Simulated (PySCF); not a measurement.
Gas-phase reaction: 2 TaOF₃ + 4 HF → 2 TaF₅ + 2 OH + H₂

Method: PySCF energies (xtb for GFN2) plus ideal-gas RRHO corrections (1 bar). † marks an energy on the PBE0/def2-TZVP geometry and frequencies; other levels use their own. MP2 and CCSD(T) freeze the core. Open shells (unrestricted): OH (multiplicity 2, electronic degeneracy 4); the rest are closed-shell singlets. GFN2 has no spin-polarisation term. Spin-orbit splitting is ignored; it lowers the true energy and changes the entropy of OH. Ta: scalar-relativistic def2 core potential, no spin-orbit coupling. TaOF₃: computed as isolated molecules; such fragments, hydroxides, amides, oligomers or adducts are transient or little studied in the gas. MP2 isn't extrapolated to the basis-set limit; its ΔH°(298 K) is 258.6 kJ in def2-SVP and 332.6 kJ in def2-TZVPP. CCSD(T) isn't extrapolated to the basis-set limit; its ΔH°(298 K) is 160.6 kJ in def2-SVP and 222.8 kJ in def2-TZVPP. The harmonic model lacks anharmonicity and excited electronic states, which grow with temperature; levels with a mode under 35 cm⁻¹ are left out. Soft modes under 120 cm⁻¹ make the harmonic entropy rough for TaF₅.

```json
[
 {"level": "BLYP/def2-TZVP†", "ΔE electronic, kJ": "224", "ΔH°(298 K), kJ": "204", "ΔS°(298 K), J/K": "-149", "ΔG°(2000 K), kJ": "462"},
 {"level": "CCSD(T)/def2-TZVPP†", "ΔE electronic, kJ": "244", "ΔH°(298 K), kJ": "223", "ΔS°(298 K), J/K": "-149", "ΔG°(2000 K), kJ": "481"},
 {"level": "GFN2-xTB", "ΔE electronic, kJ": "-173", "ΔH°(298 K), kJ": "-190", "ΔS°(298 K), J/K": "-157", "ΔG°(2000 K), kJ": "85"},
 {"level": "MP2/def2-SVP†", "ΔE electronic, kJ": "279", "ΔH°(298 K), kJ": "259", "ΔS°(298 K), J/K": "-149", "ΔG°(2000 K), kJ": "517"},
 {"level": "MP2/def2-TZVPP†", "ΔE electronic, kJ": "353", "ΔH°(298 K), kJ": "333", "ΔS°(298 K), J/K": "-149", "ΔG°(2000 K), kJ": "591"},
 {"level": "PBE/def2-TZVP†", "ΔE electronic, kJ": "248", "ΔH°(298 K), kJ": "227", "ΔS°(298 K), J/K": "-149", "ΔG°(2000 K), kJ": "485"},
 {"level": "PBE0/def2-QZVP†", "ΔE electronic, kJ": "225", "ΔH°(298 K), kJ": "204", "ΔS°(298 K), J/K": "-149", "ΔG°(2000 K), kJ": "462"},
 {"level": "PBE0/def2-SVP†", "ΔE electronic, kJ": "144", "ΔH°(298 K), kJ": "124", "ΔS°(298 K), J/K": "-149", "ΔG°(2000 K), kJ": "382"},
 {"level": "r2SCAN/def2-TZVP†", "ΔE electronic, kJ": "167", "ΔH°(298 K), kJ": "147", "ΔS°(298 K), J/K": "-149", "ΔG°(2000 K), kJ": "405"},
 {"level": "ωB97M-V/def2-TZVP†", "ΔE electronic, kJ": "198", "ΔH°(298 K), kJ": "177", "ΔS°(298 K), J/K": "-149", "ΔG°(2000 K), kJ": "435"},
 {"level": "ωB97X-V/def2-TZVP†", "ΔE electronic, kJ": "185", "ΔH°(298 K), kJ": "164", "ΔS°(298 K), J/K": "-149", "ΔG°(2000 K), kJ": "423"}
]
```
ΔH° is lowest at GFN2-xTB and highest at MP2/def2-TZVPP†. No reference value is set beside these.
